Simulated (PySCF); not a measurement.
Compound: CH10Si3.
Bonds: Si1–C2, C2–Si3, C2–Si4. Hydrogens: H5, H6, H7 on Si1; H8 on C2; H9, H10, H11 on Si3; H12, H13, H14 on Si4.

The closed-shell ground state was solved at several levels (PySCF, density fitting, gas phase, non-relativistic). Isolated species at its PBE0-D3(BJ)/def2-SVP geometry, gas phase.

```tsv
level	basis functions	HOMO (eV)	LUMO (eV)	gap (eV)	dipole (D)
KT3/pcSseg-1	139	-7.70	-0.73	6.97	0.63
CAM-B3LYP/pcSseg-1	139	-10.16	1.09	11.25	0.68
PBE0/def2-SVP	118	-8.79	0.28	9.07	0.69
PBE0/6-31G*	88	-8.70	0.33	9.03	0.71
B97-2/pcSseg-1	139	-8.60	0.09	8.69	0.68
KT2/pcSseg-1	139	-7.66	-0.95	6.71	0.64
PBE0/def2-TZVP	202	-8.77	-0.09	8.68	0.72
PBE0/6-31G	68	-8.70	0.43	9.13	0.63
PBE/pcSseg-1	139	-7.61	-0.77	6.84	0.67
BLYP/pcSseg-1	139	-7.47	-0.58	6.89	0.67
LC-wPBE/pcSseg-1	139	-11.52	2.22	13.74	0.68
B3LYP/pcSseg-1	139	-8.62	-0.11	8.51	0.68
```

Problem. Estimate the row for mPW1PW91/pcSseg-1, a basis of 139 functions; the other rows only guide the guess.

Solution. HOMO -8.87 eV, LUMO 0.08 eV, gap 8.95 eV, dipole 0.68 D.

Problem. Over all these levels, which gives the widest orbital gap and which the narrowest?

Solution. LC-wPBE/pcSseg-1 (range-separated hybrid) has the widest, 13.74 eV, and KT2/pcSseg-1 (GGA) the narrowest, 6.71 eV. The two share the basis. From the narrowest to the widest the HOMO moves by -3.86 eV and the LUMO by +3.17 eV.

Problem. How much does the basis alone move the frontier levels among the 4 PBE0 rows?

Solution. The HOMO by 0.09 eV and the LUMO by 0.52 eV. By rising basis size (HOMO, LUMO in eV): 6-31G -8.70, 0.43; 6-31G* -8.70, 0.33; def2-SVP -8.79, 0.28; def2-TZVP -8.77, -0.09.

Problem. In the pcSseg-1 basis, how does the gap go with the fixed share of exact exchange?

Solution. KT2 (0 %) 6.71 eV; PBE (0 %) 6.84 eV; BLYP (0 %) 6.89 eV; KT3 (0 %) 6.97 eV; B3LYP (20 %) 8.51 eV; B97-2 (21 %) 8.69 eV; mPW1PW91 (25 %) 8.95 eV. Each rise in the share widens the gap here.

Problem. How far do the dipole and the HOMO energy spread over the levels?

Solution. The dipole runs from 0.63 to 0.72 D (mean 0.67 D) and the HOMO from -11.52 to -7.47 eV.
